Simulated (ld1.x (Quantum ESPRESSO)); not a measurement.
Ranking TM semilocal potentials for indium (In)

All share these settings but for the change named:

In (Z = 49), norm-conserving Troullier–Martins (semilocal form), made with ld1.x (Quantum ESPRESSO) 7.5 (LDA (PZ), scalar-relativistic). Core [Kr] 4d10, reference 5s2 5p0 (charge +1). Waves: 5p (bound, empty): rc 1.90 bohr; 5s (bound): rc 1.80 bohr. Local part: the s channel. Core correction: a·sin(br)/r model core, default radius (core density twice the valence density).

Cutoff: the first of the cutoffs (Ry, on a coarse ladder) from which the occupation-weighted sum of valence levels, in a spherical-Bessel basis at the reference potential, stays within 10 and 1 mRy of its value at 400 Ry; the density cutoff is not measured.

The base gives 21 Ry.

Of 10 variants that were run, those that failed, showed a ghost or another fault, or gave nearly equal values are left out.

A variant can come out equal or close to the base.

**Question.** Rank these variants from softest to hardest (loose cutoff).
A. wave 5s (bound): rc 1.80 bohr becomes 5s (bound): rc 1.70 bohr
B. all radii but the core radius scaled by about 0.86 (s 1.56, p 1.64 bohr)
C. wave 5p (bound): rc 1.90 bohr becomes 5p (bound): rc 2.60 bohr

**Answer.** C (21 Ry), A (25 Ry), B (35 Ry).
